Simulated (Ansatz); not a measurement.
A made-up structure of Al2BH5O, singlet:

```
9
angstrom
B -0.6131 1.1858 -1.9564
O 0.1222 0.5522 -1.0450
Al 1.0751 -0.2480 0.1077
Al -0.1709 -1.1724 2.1806
H -1.1029 0.5631 -2.8644
H 2.0152 -1.4135 0.3690
H 2.6208 -0.3153 -0.2581
H -0.7745 -2.6465 2.2019
H -0.3704 -0.2934 3.4940
```

It is relaxed with PBE-D4/def2-SVP and then PBE0-D4/def2-TZVP (Ansatz 0.2.0). Atoms count as bonded within 1.22 times the sum of their covalent radii (H–H: 0.88 Å). The end point is not checked to be a true minimum.

(1) Does its bonding change? (Judge from chemistry; the calculation decides.)

Results:

(1) Computed: No: no bond forms or breaks.

Where it ends: The first stage lowers the energy by 3.74 eV in 22 steps. It ends as Al₂BH₅O ([BH][O][AlH2][AlH2]):
```xyz
9
angstrom
B -0.6068 0.1899 -1.8900
O 0.3118 -0.0341 -1.1478
Al 1.6156 -0.4617 0.3167
Al -0.1467 -0.9450 2.1546
H -1.5003 0.4084 -2.6144
H 2.3596 -1.6936 -0.3839
H 2.4002 0.9333 0.3458
H -1.7100 -0.8136 1.7670
H 0.0780 -1.3717 3.6811
```

Labels in which every atom is bracketed show which atoms are joined, not bond orders.

For scale, one of the runs: PBE0-D4/def2-TZVP relaxation, 166 basis functions, launched by `ansatz run in.yaml --threads 2 --pin off --events-out ev --progress --plain --max-ram 4352MiB`. The run took about 54 s on 2 CPU threads of an Arm Neoverse V1 (shared host).
